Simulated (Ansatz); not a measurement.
Two isomers of C4H10F3GeN: A = `CC[N](CC)[Ge]([F])([F])[F]`, B = `CC(C)(C)[NH][Ge]([F])([F])[F]`.

Gas-phase electronic energies from Ansatz, PBE0-D4/def2-TZVP geometries. CBS: MP2 limit from def2 TZ/QZ plus the TZ coupled-cluster correction, frozen cores. DFT in def2-TZVPP. B3LYP here is the variant with VWN-RPA as its local correlation; programs differ in this. For Ge outer-core shells are correlated without core-valence functions, which leaves a few kJ/mol of doubt a bond. Scalar relativity is left out up to krypton. Each species was taken in one conformer, which may not be the lowest.

(1) Which isomer does CCSD(T)/CBS put lower? Give the gap. (Estimate.)

(2) Give E(B) − E(A) in kJ/mol with B2PLYP, PBE0-D4, LDA (SPW92), BLYP-D4, r2SCAN-D4, B3LYP-D4, HF/def2-TZVPP. (Best estimate.)

Largest T1 diagnostic: 0.011.

Answers

(1) Computed: B, by 49.6 kJ/mol.

(2) The calculation gave: B2PLYP -43.8, PBE0-D4 -43.5, LDA (SPW92) -44.6, BLYP-D4 -38.9, r2SCAN-D4 -47.0, B3LYP-D4 -40.6, HF/def2-TZVPP -41.4. None reverses the order clearly.

In def2-TZVPP, CCSD(T) changes the Hartree–Fock value by −7.6 kJ/mol (the triples alone add −0.9 kJ/mol) and MP2 by −11.7 kJ/mol. At CCSD(T), def2-SVP lies +5.0 kJ/mol from the extrapolated value and def2-TZVPP +0.5 kJ/mol.
